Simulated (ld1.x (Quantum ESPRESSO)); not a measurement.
# Zr (Z = 40): one change to an RRKJ potential, before and after

```json
{"Element": "Zr (Z = 40)", "Generator": "ld1.x (Quantum ESPRESSO) 7.5", "Type": "norm-conserving RRKJ (Kleinman–Bylander form)", "Functional": "PBE", "Relativity": "scalar-relativistic", "Frozen core": "[Ar] 3d10", "Valence charge": "12", "Reference configuration": "4s2 4p6 4d2 5s0 5p0 (charge +2)", "Partial waves": "4s (bound): rc 1.85 bohr; 4d (bound): rc 2.90 bohr; 4p (bound): rc 2.20 bohr", "Local potential": "the p channel", "Core correction": "a·sin(br)/r model core inside 0.85 bohr"}
```

Change: all radii but the core radius scaled by about 1.34 (s 2.48, p 2.94, d 3.88 bohr).

Cutoffs: the cutoffs (Ry, on a coarse ladder) from which the occupation-weighted sum of valence levels, in a spherical-Bessel basis at the reference potential, stays within 10 and 1 mRy of its value at 400 Ry; they do not see the model core or the augmentation charge, which bear on the density cutoff. Errors are all-electron minus pseudo energies relative to the spin-unpolarised reference configuration.

**Question.** How do hardness, ghosts and transferability respond?

**Answer.** The potential gets softer (30 Ry and 45 Ry → 21 Ry and 35 Ry); of the 7 tests that both files solve, the error grows in 6 and shrinks in 1 by more than 15 % and 0.3 meV (median size 349.4 → 1559.7 meV); neither file shows a bound ghost at the reference potential, the only one tested. A larger radius leaves more room for a smooth pseudo-wave, so fewer plane waves are needed.

| quantity | base | changed |
| --- | --- | --- |
| cutoff, loose | 30 Ry | 21 Ry |
| cutoff, tight | 45 Ry | 35 Ry |
| loose cutoff by channel (10 mRy a level) | s 30 Ry, d 18 Ry, p 18 Ry | s 10 Ry, d 10 Ry, p 15 Ry |
| bound ghosts | none | none |
| error for 4s2 4p6 4d2 5s2 5p0, meV [ΔE -20.08 eV] | +509 | +2154 |
| error for 4s2 4p6 4d2 5s1 5p0, meV [ΔE -12.94 eV] | +333 | +1545 |
| error for 4s2 4p6 4d1 5s0 5p0, meV [ΔE 22.63 eV] | +78 | +447 |
| error for 4s2 4p6 4d2 5s0 5p2, meV [ΔE -13.86 eV] | +184 | -149 |
| error for 4s2 4p6 4d1 5s2 5p0, meV [ΔE -12.41 eV] | +827 | +3478 |
| error for 4s2 4p6 4d2.5 5s1.5 5p0, meV [ΔE -19.56 eV] | +349 | +1560 |
| error for 4s2 4p6 4d1 5s2 5p1, meV [ΔE -17.07 eV] | +820 | +2897 |

Changed file: These tests converged, but a pseudo level misses the all-electron one widely, so the file describes the atom poorly there or has found another state: 4s2 4p6 4d1 5s0 5p0: empty 5s by 3.0 eV; 4s2 4p6 4d1 5s2 5p0: 4p by 3.0 eV; 4s2 4p6 4d1 5s2 5p1: 4p by 2.6 eV.
